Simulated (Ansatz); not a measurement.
CH3InN, that is [In(CN)H3]- with one electron fewer. The state is a doublet with charge 0. Geometry r2SCAN-D4/def2-TZVPD, that of the charge -1 singlet; atoms count from 1.

| atom | x (Å) | y (Å) | z (Å) |
| --- | --- | --- | --- |
| In1 | 0.228 | -0.264 | -0.614 |
| C2 | -0.496 | 0.569 | 1.329 |
| N3 | -0.869 | 1.005 | 2.340 |
| H4 | 0.440 | 1.130 | -1.665 |
| H5 | -1.039 | -1.356 | -1.155 |
| H6 | 1.736 | -1.084 | -0.235 |

In the def2 sets In takes a core potential; there is no spin–orbit coupling.

(1) Estimate the Mulliken populations from the PBE0/def2-TZVPD orbitals of Ansatz.

(2) Where does the spin sit?

(3) And the Mayer bond orders between heavy atoms (over 0.3)?

Answers

(1) 
```tsv
atom	charge (e)	spin (α − β)
In1	0.34	0.08
C2	0.02	-0.02
N3	-0.27	0.10
H4	-0.09	0.15
H5	-0.09	0.15
H6	0.08	0.54
```
Mulliken values depend strongly on the basis. With diffuse functions, as here, like atoms can get unlike values, and bond orders can come out too low or too high.

(2) Summed by element: In 0.08, C -0.02, N 0.10, H 0.84, of 1 unpaired in all. Largest on single atoms: H6 0.54, H5 0.15, H4 0.15.

(3) In1–C2 0.65 (2.23 Å); C2–N3 2.48 (1.16 Å).
